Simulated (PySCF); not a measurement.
# SiSe₂: from structure and modes to constants

Computed with PBE0 in PySCF with Si def2-TZVP, Se def2-TZVP; no relativity; density-fitted integrals.

The singlet minimum has D∞h symmetry. Masses (u): Si 27.97693, Se 79.91652.

```xyz
3
charge 0 multiplicity 1, angstrom
Si    0.0000    0.0000    0.0000
Se    2.0529    0.0000    0.0000
Se   -2.0529    0.0000    0.0000
```

Harmonic wavenumbers (cm⁻¹): 156.5 (πu, ×2), 301.7 (σg+, ×1), 766.9 (σu+, ×1).

Q: Find the vibrational entropy and heat capacity at 298.15 K.

A: With u = 1.43878 ω/T, each mode gives S = R[u/(eᵘ−1) − ln(1−e⁻ᵘ)] and C = R u² eᵘ/(eᵘ−1)².
```tsv
ω (cm⁻¹)	u	S (J/(mol K))	C (J/(mol K))
156.5 (×2)	0.755	10.85	7.93
301.7	1.456	5.89	6.99
766.9	3.701	0.99	2.96
```
The sums over all modes are S = 28.6 and C = 25.8 J/(mol K); the softest mode gives 38 % of the entropy (each member, where degenerate).

Q: Give the standard entropy (298.15 K, 1 bar) by its translational, rotational, vibrational and spin parts, and Cp.

A: Sackur–Tetrode with M = 187.81 u gives 174.1; rotation with symmetry number 2 gives 77.6; vibration 28.6; spin R ln 1 = 0.0. The total is 280.3 J/(mol K), and Cp = 7/2 R + 25.8 = 54.9 J/(mol K).

Q: Find the bond force constant k and the stretch–stretch coupling k′ of the valence force field.

A: For linear XMX, 4π²c²ω(σg)² = (k + k′)/mX and 4π²c²ω(σu)² = (k − k′)(1 + 2mX/mM)/mX. So k + k′ = 4.286 and k − k′ = 4.126 mdyn/Å, giving k = 4.206 and k′ = 0.080 mdyn/Å.
